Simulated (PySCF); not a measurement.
29Si chemical shifts

PySCF 2.14.0 with density-fitted response routines calculation with shieldings: GIAO PBE0/pcSseg-1 and GFN2-xTB structure; no relativistic terms, no solvent model, one averaged value for each set of equivalent atoms, one conformer.

Shieldings were converted by a linear fit to measured shifts: 29Si (scatter 8.9 ppm rms, 25.8 ppm with the 6 outliers that the fit left out vs TMS, solution or neat liquid). A few per cent of atoms miss by over 2 rms, more outside the fitted compound classes.

Question: Give the 29Si shifts of `NC(=O)[Si@H]1CC[SiH2]O1`, `CN(C)[SiH](P)P`.

Answer: 
| compound | environment | δ (ppm) |
| --- | --- | --- |
| [NH2:1][C:2](=[O:3])[Si@H:4]1[CH2:5][CH2:6][SiH2:7][O:8]1 | Si7: silicon bonded to C, O, 2 H, in a 5-membered ring | -8.0 |
| [NH2:1][C:2](=[O:3])[Si@H:4]1[CH2:5][CH2:6][SiH2:7][O:8]1 | Si4: silicon bonded to 2 C, O, H, in a 5-membered ring | -19.7 |
| CN(C)[SiH](P)P | silicon bonded to N, 2 P, H | -13.7 |

Question: Order these by 29Si shift, lowest first.
A. FC(F)[C@@H]1CCC[Si@H]1CCl
B. CCCC([SiH3])([SiH3])C(F)(F)F
C. N#C[C@@H]1C=C[SiH2]OC1

Answer: B (-57.9 ppm, silicon bonded to C, 3 H), C (-34.5 ppm, silicon bonded to C, O, 2 H, in a 6-membered ring), A (-9.5 ppm, silicon bonded to 3 C, H, in a 5-membered ring).
